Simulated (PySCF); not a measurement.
Gas-phase reaction: Ga₂H₆ + 4 HCl ⇌ 2 GaCl₂ + 5 H₂

Energies from PySCF, thermal terms from the rigid-rotor harmonic-oscillator model, ideal gas at 1 bar. † marks an energy on the PBE0/def2-TZVP geometry and frequencies; other levels use their own. MP2 and CCSD(T) freeze the core. 6-31G* has spherical d functions here. Open shells (unrestricted): GaCl₂ (multiplicity 2); the rest are closed-shell singlets. B3LYP is the form with VWN-RPA correlation. Ga: all electrons, no relativistic terms. Ga₂H₆, GaCl₂: computed as isolated molecules; such fragments, hydroxides, amides, oligomers or adducts are transient or little studied in the gas. MP2 isn't extrapolated to the basis-set limit; its ΔH°(298 K) is -117.8 kJ in def2-SVP and -111.8 kJ in def2-TZVPP. CCSD(T) isn't extrapolated to the basis-set limit; its ΔH°(298 K) is -91.1 kJ in def2-SVP and -80.4 kJ in def2-TZVPP. The harmonic model lacks anharmonicity and excited electronic states, which grow with temperature; levels with a mode under 35 cm⁻¹ are left out. Soft modes under 120 cm⁻¹ make the harmonic entropy rough for GaCl₂.

```tsv
level	ΔE electronic, kJ	ΔH°(298 K), kJ	ΔS°(298 K), J/K	ΔG°(1400 K), kJ
B3LYP/6-31G*	-188	-205	214	-527
CCSD(T)/def2-TZVPP†	-57	-80	213	-403
HF/def2-TZVP†	-175	-198	213	-520
MP2/def2-SVP†	-95	-118	213	-440
MP2/def2-TZVPP†	-89	-112	213	-434
ωB97M-V/def2-TZVP†	-91	-114	213	-436
```
ΔH° is lowest at B3LYP/6-31G* and highest at CCSD(T)/def2-TZVPP†. No reference value is set beside these.
